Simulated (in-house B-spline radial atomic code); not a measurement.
Functionals against NIST's ionisation energies down a group: N²⁺ to Bi²⁺

Ionisation energies as differences of self-consistent total energies from a B-spline radial code for spherical atoms: all electrons, radial basis limit, scalar-relativistic (one-electron X2C), spin-polarised at highest spin, spherical densities; exact exchange is averaged over the determinants of each configuration. No spin-orbit coupling, Breit or QED terms. NIST's values run from ground level to ground level, so in open shells the differences also hold multiplet and fine-structure energies that spherical high-spin averages miss. For p electrons of heavy elements the spin-orbit part alone reaches an electronvolt or more. Columns give computed minus NIST, in eV; a star marks a semi-empirical value. Species are left out where the tabulated value is theory, is uncertain by more than 0.12 eV, or (13 ions, such as In⁴⁺, Te⁴⁺ and Bi⁴⁺) lies off its series for all methods alike, which flatters the means a little.

| species | shell | NIST (eV) | PBE | BLYP | BP86 | HSE06 |
| --- | --- | --- | --- | --- | --- | --- |
| N²⁺ | 2p | 47.45* | +0.22 | +0.31 | +0.25 | +0.32 |
| P²⁺ | 3p | 30.20 | -0.12 | -0.23 | -0.02 | -0.08 |
| As²⁺ | 4p | 28.35 ± 0.01 | -0.35 | -0.35 | -0.18 | -0.27 |
| Sb²⁺ | 5p | 25.32 | -0.67 | -0.66 | -0.48 | -0.59 |
| Bi²⁺ | 6p | 25.57 | -1.93 | -1.91 | -1.78 | -1.89 |

Question: How do the methods rank, and which species is hardest?

Answer: Mean absolute (signed) differences: BP86 0.54 (-0.44) eV; HSE06 0.63 (-0.50) eV; PBE 0.66 (-0.57) eV; BLYP 0.69 (-0.57) eV. For Bi²⁺, which loses a 6p electron, the nearest method is off by -1.78 eV, the largest such miss.
